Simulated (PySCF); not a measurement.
Species: C5H6NS (doublet state).
SMILES: `CC1=C(C)SN=[C]1`

The calculation used PBE0-D3(BJ)/def2-SVP geometry optimisation, gas phase (PySCF 2.14.0).

Masses are those of the commonest isotopes; rigid-rotor values at the optimised geometry. 

(1) What are A, B and C (MHz)?

(2) What kind of rotor is it?

(3) What does the inertial defect say?

(4) Give the coordinates in the principal-axis frame, origin at the centre of mass.

(5) List the rotational levels J(Ka,Kc) to J = 4 (MHz).

(6) Which lines would a microwave search look for?

Answers

(1) Ia = 146.86, Ib = 211.59, Ic = 352.09 u·Å²; 505379 MHz·u·Å²/I gives A = 3441, B = 2389, C = 1435 MHz.

(2) An asymmetric top: κ = (2 × 2389 − 3441 − 1435)/(3441 − 1435) = -0.05.

(3) Not planar: Δ = Ic − Ia − Ib = -6.36 u·Å². For a rigid frame Δ = −2 Σ m c², so Σ m c² = 3.18 u·Å² lies off the ab plane, practically all of it from hydrogen. The atom farthest from that plane is 1.02 Å away.

(4) The sense of each axis is arbitrary; atoms in the order of the calculation.
| atom | mass (u) | a (Å) | b (Å) | c (Å) |
| --- | --- | --- | --- | --- |
| C1 | 12.000 | 2.381 | -0.809 | -0.005 |
| C2 | 12.000 | 0.908 | -0.560 | 0.001 |
| C3 | 12.000 | -0.125 | -1.540 | 0.007 |
| N4 | 14.003 | -1.352 | -1.219 | 0.004 |
| S5 | 31.972 | -1.424 | 0.473 | -0.004 |
| C6 | 12.000 | 0.290 | 0.676 | -0.005 |
| C7 | 12.000 | 0.937 | 2.019 | 0.007 |
| H8 | 1.008 | 2.853 | -0.413 | -0.919 |
| H9 | 1.008 | 2.877 | -0.331 | 0.854 |
| H10 | 1.008 | 2.590 | -1.885 | 0.041 |
| H11 | 1.008 | 0.243 | 2.812 | -0.305 |
| H12 | 1.008 | 1.802 | 2.038 | -0.674 |
| H13 | 1.008 | 1.303 | 2.271 | 1.015 |

(5) Above 0(0,0):
J = 1: 1(0,1) 3824, 1(1,1) 4877, 1(1,0) 5830
J = 2: 2(0,2) 11055, 2(1,2) 11571, 2(1,1) 14431, 2(2,1) 17588, 2(2,0) 18006
J = 3: 3(0,3) 21208, 3(1,3) 21391, 3(1,2) 26982, 3(2,2) 29060, 3(2,1) 30796, 3(3,1) 36929, 3(3,0) 37057
J = 4: 4(0,4) 34146, 4(1,4) 34199, 4(1,3) 42952, 4(2,3) 44015, 4(2,2) 48076, 4(3,2) 52805, 4(3,1) 53583, 4(4,1) 63046, 4(4,0) 63079
Those of J = 1 are B + C, A + C and A + B.

(6) The dipole components are |μa| = 2.76 D, |μb| = 2.56 D, |μc| = 0.02 D. Intensities carry the squares of the components, which stand as 1.00 : 0.86 : 0.00 (a : b : c). Some lines, for components of 0.1 D or more:

```csv
type,branch,"J(Ka,Kc)",MHz,lower level (cm⁻¹)
a,Q,"1(1,0) ← 1(1,1)",953,0.163
a,Q,"3(2,1) ← 3(2,2)",1735,0.969
b,Q,"1(1,0) ← 1(0,1)",2006,0.128
a,Q,"2(1,1) ← 2(1,2)",2859,0.386
b,Q,"2(1,1) ← 2(0,2)",3376,0.369
b,Q,"2(2,0) ← 2(1,1)",3575,0.481
a,R,"1(0,1) ← 0(0,0)",3824,0.000
a,Q,"4(2,2) ← 4(2,3)",4061,1.468
a,Q,"3(1,2) ← 3(1,3)",5591,0.714
b,Q,"3(3,0) ← 3(2,1)",6261,1.027
a,R,"2(1,2) ← 1(1,1)",6695,0.163
a,R,"2(1,1) ← 1(1,0)",8601,0.194
a,Q,"4(1,3) ← 4(1,4)",8754,1.141
b,R,"3(0,3) ← 2(1,2)",9637,0.386
a,R,"3(1,3) ← 2(1,2)",9819,0.386
a,R,"3(0,3) ← 2(0,2)",10153,0.369
b,Q,"4(4,1) ← 4(3,2)",10241,1.761
b,R,"3(1,3) ← 2(0,2)",10336,0.369
b,R,"4(2,2) ← 3(3,1)",11148,1.232
a,R,"3(2,1) ← 2(2,0)",12790,0.601
a,R,"4(1,3) ← 3(1,2)",15971,0.900
b,R,"4(2,3) ← 3(1,2)",17034,0.900
a,R,"4(2,2) ← 3(2,1)",17281,1.027
b,R,"3(3,0) ← 2(2,1)",19468,0.587
b,R,"4(3,1) ← 3(2,2)",24523,0.969
b,R,"4(4,1) ← 3(3,0)",25990,1.236
b,R,"4(2,2) ← 3(1,3)",26686,0.714
```

For this open shell read J as N, the rotation without spin; fine and hyperfine splittings come on top. Not checked by PBE0-D3(BJ)/def2-SVP frequencies. ⟨S²⟩ = 0.758 (exact for a doublet: 0.75). Constants of a rigid frame at the computed geometry: no zero-point averaging, no centrifugal distortion. A rigid rotor knows nothing of internal rotation, which can split or shift real lines. Quadrupole hyperfine structure (14N) is left out.

Hardware: one thread, Arm Neoverse N1 (aarch64), shared host with 64 logical CPUs at a one-minute load of 57. Cost: 2.2 min wall, 0.57 GiB resident at most. These figures are those of the optimisation.
